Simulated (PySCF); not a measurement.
Bond stretch in SiC, triplet.

Levels: UKS-M06-2X = unrestricted M06-2X/cc-pVTZ in PySCF; ROHF/cc-pVTZ (PySCF); UKS-r2SCAN = unrestricted r2SCAN/cc-pVTZ in PySCF.

Magnitude of the dipole moment (D; its direction can reverse along the curve, and a method can change to another solution) and Mulliken charge of the fragment that holds Si1:

| R / Å | μ UKS-M06-2X | q UKS-M06-2X | μ ROHF | q ROHF | μ UKS-r2SCAN | q UKS-r2SCAN |
|---|---|---|---|---|---|---|
| 1.27 | 0.44 | 0.24 | 0.02 | 0.25 | 0.44 | 0.28 |
| 1.36 | 0.64 | 0.20 | 0.26 | 0.22 | 0.60 | 0.23 |
| 1.45 | 0.87 | 0.17 | 0.53 | 0.20 | 0.79 | 0.20 |
| 1.55 | 1.15 | 0.16 | 0.86 | 0.20 | 1.01 | 0.18 |
| 1.60 | 1.29 | 0.16 | 1.04 | 0.21 | 1.12 | 0.18 |
| 1.66 | 1.46 | 0.16 | 1.24 | 0.22 | 1.24 | 0.19 |
| 1.71 | 1.59 | 0.17 | 1.40 | 0.23 | 1.34 | 0.19 |
| 1.77 | 1.74 | 0.18 | 1.59 | 0.25 | 1.44 | 0.20 |
| 1.82 | 1.84 | 0.19 | 1.72 | 0.26 | 1.50 | 0.21 |
| 1.89 | 1.95 | 0.20 | 1.87 | 0.27 | 1.57 | 0.22 |
| 1.98 | 2.05 | 0.22 | 1.96 | 0.27 | 1.64 | 0.22 |
| 2.12 | 2.24 | 0.24 | 1.86 | 0.25 | 1.77 | 0.23 |
| 2.30 | 2.63 | 0.27 | 1.37 | 0.18 | 2.01 | 0.24 |
| 2.56 | 3.26 | 0.29 | 0.52 | 0.08 | 2.39 | 0.23 |
| 2.85 | 3.79 | 0.30 | 0.00 | 0.02 | 2.74 | 0.22 |
| 3.04 | 3.82 | 0.28 | 0.14 | 0.00 | 2.90 | 0.21 |
| 3.43 | 2.64 | 0.16 | 0.19 | 0.00 | 3.16 | 0.20 |
| 3.74 | 1.86 | 0.10 | 0.17 | 0.00 | 2.93 | 0.16 |
| 4.16 | 0.27 | 0.01 | 0.12 | 0.00 | 2.46 | 0.12 |
| 4.58 | 0.15 | 0.00 | 0.09 | 0.00 | 2.03 | 0.09 |
| 5.09 | 0.06 | 0.00 | 0.06 | 0.00 | 1.59 | 0.06 |
| 6.00 | 0.04 | 0.00 | 0.03 | 0.00 | 1.09 | 0.04 |
| 6.91 | 0.02 | 0.00 | 0.01 | 0.00 | 0.87 | 0.03 |

The unrestricted determinant behind UKS-M06-2X is spin-contaminated at 1.89 to 6.91 Å (<S²> up to 3.0, against 2.00 for a pure triplet). The unrestricted determinant behind UKS-r2SCAN is spin-contaminated at 1.82 to 6.91 Å (<S²> up to 3.0, against 2.00 for a pure triplet).
